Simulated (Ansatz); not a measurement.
This geometry of AlF2H4NS (9 atoms, charge 0, multiplicity 1) is a first-order saddle point.

Theory: RHF/6-31G* (Ansatz).

```xyz
9
Properties=species:S:1:pos:R:3
Al -0.028 0.279 0.184
N -0.033 0.078 2.048
H -0.804 -0.391 2.487
H 0.811 -0.199 2.516
F 1.424 0.046 -0.539
F -1.405 -0.206 -0.563
S -0.275 2.634 0.782
H -1.600 2.698 0.721
H -0.200 1.578 1.881
```

(1) Which two structures does it join? (They come from a converged band through this point; their orientation in space is the band's.)

(2) How far does it lie above each of them?

Answers

(1) Bonds broken: S7–H9. Bonds formed: N2–H9.

Image 0:

```xyz
9
Properties=species:S:1:pos:R:3
Al -0.010 0.110 0.387
N 0.071 -0.442 2.073
H -0.708 -0.815 2.574
H 0.923 -0.701 2.527
F 1.375 0.153 -0.496
F -1.432 -0.055 -0.430
S -0.312 2.699 0.594
H -1.618 2.757 0.377
H -0.401 2.812 1.911
```

Image 10:

```xyz
9
Properties=species:S:1:pos:R:3
Al -0.113 0.645 0.194
N 0.020 0.169 2.173
H -0.749 -0.423 2.442
H 0.874 -0.338 2.338
F 1.359 0.065 -0.272
F -1.436 -0.264 -0.195
S -0.379 2.847 0.092
H -1.704 2.837 -0.022
H 0.016 0.980 2.768
```

(2) 0.65 eV above the first and 2.15 eV above the second. This is the barrier of this one path; another mechanism may lie lower. The orbitals stay closed-shell, which can raise the energy where a bond breaks towards radicals; this wasn't checked here.

The run took 9 min on 1 thread of Arm Neoverse N1, on a shared host, peak memory 0.19 GiB.
